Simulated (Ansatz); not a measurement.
Molecule: C₄H₅OSi (charge -1, singlet). It need not be the lowest isomer of its formula. Whether it binds its extra electron was not tested at this geometry. SMILES: [SiH3]c1c[c-]oc1
Geometry: optimised at B3LYP-D3(BJ)/def2-TZVP (Ansatz, a first-principles code).

Parts of the frozen-core correlation energy in 6-31G* (Ansatz, hartree). Frozen orbitals: 10; correlated occupied orbitals by spin: 16 and 16; virtual: 78 and 78. Spin-orbit coupling is left out. No relativistic terms.

| term | value |
|---|---|
| reference (HF) | -518.05381 |
| MP2 opposite-spin | -0.56924 |
| MP2 same-spin | -0.20340 |
| CCSD correlation | -0.80840 |
| (T) | -0.03489 |
| T1 diagnostic | 0.017 |
| largest doubles amplitude | 0.064 |
